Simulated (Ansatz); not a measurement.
Cost and result for the atomization energy of CH5BOSSi (`SB1OC[SiH2]1`) (10 atoms, 10 bonds).

Z-matrix (Å, degrees):
```
C
Si 1 1.918
O 1 1.460 2 93.3
H 1 1.092 2 117.4 3 -113.5
H 1 1.092 2 117.4 3 113.5
B 2 2.014 1 69.5 3 -0.0
H 2 1.488 1 115.4 3 115.8
H 2 1.488 1 115.5 3 -115.8
S 6 1.796 2 146.6 1 -180.0
H 9 1.341 6 95.2 2 0.0
```

Charge 0, multiplicity 1. The geometry is a stationary point of PBE0-D4/def2-TZVP. It is one conformer, not always the lowest. Program: Ansatz. All runs use 4 threads of an Arm Neoverse V1 on a shared host. Times are those of one run each, without the atoms' runs, and a repeat can differ threefold. Electronic energies, without spin–orbit coupling; frozen cores. CCSD(T)/CBS adds CCSD(T) − MP2 in def2-TZVPP to the MP2 limit, and its time is that of the two runs behind it. T1 = 0.015. B3LYP takes the VWN-RPA correlation (the form of Gaussian; ORCA's B3LYP/G).

CCSD(T)/CBS is a level of theory with its own doubt, some kJ/mol a heavy atom from the limit and from the frozen cores, so smaller differences don't rank the functionals.

```
                             level  functions  wall time
   PBE-D4/def2-TZVPP (with forces)        247      2.5 s
                PBE0-D4/def2-TZVPP        247      3.1 s
 B3LYP-D4/def2-TZVPP (with forces)        247      4.6 s
r2SCAN-D4/def2-TZVPP (with forces)        247        5 s
                 B2PLYP/def2-TZVPP        247      5.5 s
                ωB97X-V/def2-TZVPP        247        8 s
  ωB97M-V/def2-TZVPP (with forces)        247       12 s
                    MP2/def2-QZVPP        461       20 s
                CCSD(T)/def2-TZVPP        247      110 s
                 CCSD(T)/CBS(def2)          –    2.2 min
```

Q: What atomization energy does each give, and how far from CCSD(T)/CBS? (Best estimate.)

A: The calculation gave: 
```csv
level,atomization (kcal/mol),difference from CCSD(T)/CBS,per bond
PBE-D4/def2-TZVPP (with forces),890.7,22.1,2.2
PBE0-D4/def2-TZVPP,874.4,5.8,0.6
B3LYP-D4/def2-TZVPP (with forces),868.7,0.1,0.0
r2SCAN-D4/def2-TZVPP (with forces),877.6,9.0,0.9
B2PLYP/def2-TZVPP,859.3,-9.3,-0.9
ωB97X-V/def2-TZVPP,876.6,8.0,0.8
ωB97M-V/def2-TZVPP (with forces),875.8,7.2,0.7
MP2/def2-QZVPP,875.8,7.2,0.7
CCSD(T)/def2-TZVPP,845.3,-23.3,-2.3
CCSD(T)/CBS(def2),868.6,0.0,0.0
```

In def2-TZVPP, CCSD(T) changes the Hartree–Fock value by +215.2 kcal/mol (the triples alone add +15.3 kcal/mol) and MP2 by +232.0 kcal/mol; breaking electron pairs costs correlation energy, which Hartree–Fock lacks. From PBE to PBE0 (25 % exact exchange), in def2-TZVPP and without D4, the atomization energy moves by −15.5 kcal/mol: exact exchange takes away binding that semilocal exchange gives to molecules. The D4 term adds +9.0 kcal/mol with B3LYP and +4.7 kcal/mol with PBE0; it sums over pairs of atoms, weighted by their polarisabilities, and B3LYP, whose exchange is more repulsive, gets the larger term.
